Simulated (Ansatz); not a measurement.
A run for Ansatz (a quantum-chemistry and plane-wave program): R-wB97M-V/def2-TZVPP on CH3FOSi (SMILES CO[Si]F), a point of a torsion scan.

Ansatz 0.2 input:
```yaml
crystal:
  periodic: [false, false, false]
  atoms:
    - {symbol: C, position_ang: [-0.83924821, -0.04211864, 0.16151514]}
    - {symbol: O, position_ang: [0.29215591, 0.77377909, 0.27558639]}
    - {symbol: Si, position_ang: [1.84784609, 0.68950601, -0.11384074]}
    - {symbol: F, position_ang: [1.77554187, -0.28711187, -1.43830444]}
    - {symbol: H, position_ang: [-0.74958242, -0.73058875, -0.68163074]}
    - {symbol: H, position_ang: [-1.71323234, 0.59539001, 0.01711913]}
    - {symbol: H, position_ang: [-0.95920510, -0.61459339, 1.08450165]}
basis:
  gaussian:
    orbitals: def2-TZVPP
hamiltonian:
  xc: {name: wB97M-V}
scf: {lower_state_search: off}
```

The head of its log:

```
WARN ansatz: RAYON_NUM_THREADS=1 ignored (pool sized by the plan → 1); use --threads N
Functional definition: wB97M-V
these checks for a lower state are left out or cut short: stability, starts, cluster_reference, orbital_swaps, neighbouring_geometries, increment
integrals: 0.11 GiB planned
955 factors; their error is unknown
integrals: 0.14 GiB planned
208 factors; integrals over basis functions are off by at most 1.1e-5 eV
mean field: 0.93 GiB planned
mean field evaluation 1: about -13724.8678 eV, gradient 5.4e1 eV
mean field evaluation 2: about -13723.5317 eV, gradient 6.5e1 eV
```

Q: What total energy does the run end on?

A: -504.5617 hartree.
